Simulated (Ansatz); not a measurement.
Total energies of `c1cc2c1cc1ccc3cc4ccc2c1c34` from Ansatz at PBE0-D4/def2-SVP, gas phase (1 Eh = 27.2114 eV = 2625.5 kJ/mol). The reference geometry is relaxed at r2SCAN-D4/def2-SVP.

```xyz
24

C    -0.6396   -3.7227    0.1791
C    -1.6529   -3.0181    0.8409
C    -1.0401   -1.7404    0.5350
C     0.0589   -2.4938   -0.1801
C     1.1363   -1.9470   -0.8085
C     1.2141   -0.4924   -0.7746
C     2.2052    0.3379   -1.3309
C     2.2206    1.7868   -1.2553
C     1.1706    2.3925   -0.5823
C     0.2865    3.4943    0.0269
C    -0.6167    2.5219    0.5196
C    -1.7628    2.0020    1.1942
C    -1.9246    0.6103    1.2107
C    -1.0265   -0.3657    0.6025
C     0.1385    0.1738   -0.0815
C     0.2228    1.5047   -0.0584
H    -0.4501   -4.7843    0.0034
H    -2.5544   -3.3217    1.3777
H     1.9031   -2.5453   -1.3109
H     3.0345   -0.1409   -1.8630
H     3.0505    2.3223   -1.7274
H     0.3421    4.5860    0.0619
H    -2.5113    2.6262    1.6926
H    -2.8046    0.2136    1.7284
```

```
                state                       geometry  energy (Eh)
     charge 0 singlet                      reference   -613.19499
     charge 1 doublet                      reference   -612.95479
     charge 1 doublet  relaxed at r2SCAN-D4/def2-SVP   -612.95941
    charge -1 doublet                      reference   -613.23795
free C atom (triplet)                              –    -37.76066
free H atom (doublet)                              –     -0.50029
```

Question: Work out the vertical ionisation energy to the doublet.

Answer: E(charge 1 doublet) − E(charge 0 singlet) = -612.95479 − (-613.19499) = 0.24020 Eh = 6.54 eV. For comparison, −ε of the highest occupied level is 5.06 eV at this level, 1.48 eV less.

Question: Work out the vertical electron affinity, to the doublet.

Answer: E(charge 0 singlet) − E(charge -1 doublet) = -613.19499 − (-613.23795) = 0.04296 Eh = 1.17 eV. The basis lacks diffuse functions, which makes affinities too small.

Question: Give the fundamental gap IE − EA, the Mulliken electronegativity (IE + EA)/2 and the hardness (IE − EA)/2.

Answer: From the values in Eh: IE − EA = 0.24020 − 0.04296 = 0.19724 Eh = 5.37 eV; (IE + EA)/2 = 3.85 eV; (IE − EA)/2 = 2.68 eV. The HOMO–LUMO gap of the same run is 2.53 eV, 2.84 eV smaller than the fundamental gap.

Question: How much does the charge 1 doublet relax, and what is the adiabatic ionisation energy?

Answer: Relaxation: -612.95479 − (-612.95941) = 0.00462 Eh = 0.13 eV. Adiabatic ionisation energy: 0.23558 Eh = 6.41 eV, without zero-point energy. 

Question: What is the binding energy per atom against free atoms?

Answer: Atoms: 16 × (-37.76066) + 8 × (-0.50029) = -608.17288 Eh. Binding: -608.17288 − (-613.19499) = 5.02211 Eh = 136.66 eV, or 5.69 eV for each of 24 atoms (no zero-point energy, no counterpoise term).

At PBE0-D4/def2-SVP the highest occupied level of the charge -1 doublet lies above zero (up to 0.29 eV). By energy differences its removal costs 1.17 eV (vertical, to the charge 0 singlet, at PBE0-D4/def2-SVP); self-interaction error and the lack of diffuse functions both raise the level.
